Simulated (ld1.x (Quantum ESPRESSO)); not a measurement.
# Logarithmic derivatives: gallium, TM

ld1.x (Quantum ESPRESSO) 7.5 input, shortened:

```
&input
   title='Ga', zed=31., rel=1, dft='PBE', iswitch=3,
   config='[Ar] 3d10 4s2 4p1'
 /
 &inputp
   pseudotype=2, tm=.true., lloc=0,
   nlcc=.true., rcore=0.66
 /
3
3P  2  1   6.00   0.00  0.75  0.75  0.0
3D  3  2  10.00   0.00  1.25  1.25  0.0
3S  1  0   2.00   0.00  0.75  0.75  0.0
 &test
   configts(1)='3s2 3p6 3d10 4s2 4p1'
 /
```

Occupied shells without a wave of their own: 4p, 4s. They enter only through the test configuration that unscreens the potential, and ld1.x also counts them in the model core charge.

The phase is arctan(r·u′/u) with u = r·R(r), unwrapped; energies in Ry, scanned from -13 to 5 Ry. A pole is an energy at which the radial function vanishes at the test radius. The pseudo phase is shifted by a multiple of π to meet the all-electron one at the reference energy, and phase errors are pseudo minus all-electron; the curves can meet again beyond the range given. Levels narrower than the energy grid can be missing from the lists of poles.

| channel | radius (bohr) | reference energy (Ry) | poles, all-electron | poles, pseudo | unbroken range about the reference energy with phases within 0.05 rad | phase error 1 Ry above the reference energy (rad) |
| --- | --- | --- | --- | --- | --- | --- |
| s | 1.35 | -10.89 | -10.43 | -10.43 | below 0.7 | -0.000 |
| p | 1.35 | -7.27 | -6.62 | -6.63 | below 3.7 | -0.000 |
| d | 1.35 | -1.41 | -0.32 | -0.30 | below 4.5 | +0.003 |

ld1.x takes every shell without a wave as core, so the model core holds the 4p, 4s electrons as well and exchange and correlation see them twice. This cancels in the reference configuration, but the file is broken for other ones, and its errors say nothing about a proper core correction.

Phases in the p channel:

```
E (Ry)  all-electron  pseudo
-13.00         1.326   1.325
-12.52         1.317   1.317
-12.04         1.307   1.307
-11.56         1.295   1.295
-11.08         1.280   1.280
-10.60         1.262   1.262
-10.12         1.238   1.238
 -9.64         1.204   1.204
 -9.16         1.150   1.150
 -8.68         1.049   1.049
 -8.20         0.787   0.786
 -7.72        -0.282  -0.284
 -7.24        -1.288  -1.288
 -6.76        -1.536  -1.536
 -6.28        -1.635  -1.635
 -5.80        -1.690  -1.690
 -5.32        -1.728  -1.728
 -4.84        -1.757  -1.757
 -4.36        -1.781  -1.781
 -3.88        -1.803  -1.804
 -3.40        -1.823  -1.824
 -2.92        -1.844  -1.845
 -2.44        -1.865  -1.867
 -1.96        -1.888  -1.889
 -1.48        -1.912  -1.914
 -1.00        -1.939  -1.941
 -0.52        -1.969  -1.972
 -0.04        -2.003  -2.008
  0.44        -2.044  -2.050
  0.92        -2.093  -2.100
  1.40        -2.152  -2.162
  1.88        -2.226  -2.240
  2.36        -2.321  -2.340
  2.84        -2.443  -2.470
  3.32        -2.603  -2.642
  3.80        -2.809  -2.862
  4.28        -3.059  -3.125
  4.76        -3.334  -3.405
```
